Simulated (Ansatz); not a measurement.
Ansatz (a program for electronic structure) input (PBE-QIDH/def2-TZVPD):

Ansatz 0.2 input:
```yaml
crystal:
  periodic: [false, false, false]
  atoms:
    - {symbol: Mo, position_ang: [0.01629055, 0.03029503, -0.00753515]}
    - {symbol: H, position_ang: [0.64321242, 0.66943727, 1.48701902]}
    - {symbol: H, position_ang: [-1.17163931, -0.44224044, 1.11528431]}
    - {symbol: H, position_ang: [0.44757906, -1.38192945, 0.83792503]}
    - {symbol: H, position_ang: [0.86443269, -1.12127866, -0.94081298]}
    - {symbol: H, position_ang: [0.12187095, 0.70070351, -1.66249241]}
    - {symbol: H, position_ang: [-1.58965902, 0.30291652, -0.52044651]}
basis:
  gaussian:
    orbitals: def2-TZVPD
hamiltonian:
  xc: {name: PBE-QIDH}
total_charge: -1
magnetization: {spin_polarized: true, initial_magnetization: 1}
correlation: {electrons: outside_noble_gas}
```

End of the output:

```
integrals: 0.05 GiB planned
815 factors; integrals over basis functions are off by at most 1.1e-3 eV
mean field: 0.38 GiB planned
mean field evaluation 1: about -1940.6403 eV, gradient 2.1e1 eV
mean field evaluation 2: about -1940.6428 eV, gradient 2.1e1 eV
mean field evaluation 4: about -1942.8037 eV, gradient 1.6e0 eV
mean field evaluation 8: about -1942.8482 eV, gradient 2.1e-1 eV
mean field evaluation 16: about -1942.8514 eV, gradient 1.2e-3 eV
mean field evaluation 32: about -1942.7443 eV, gradient 2.1e0 eV
mean field -1942.85142471 eV, -71.3984729463 hartree, gradient 6.9e-6 eV, S^2 0.770482; 2 other end points of the search recorded, 0 dependent functions left out
4 core orbitals not correlated
reference -1942.85144312 eV, -71.3984736228 hartree; 7, 6 occupied and 83, 84 virtual orbitals, 815 factors
second order -9.55672437 eV of doubles, -0.00000000 eV of singles
Total energy: -1946.03701791 eV, -71.5155413371 hartree
```

The spin state was set by rule; other spins were not relaxed.
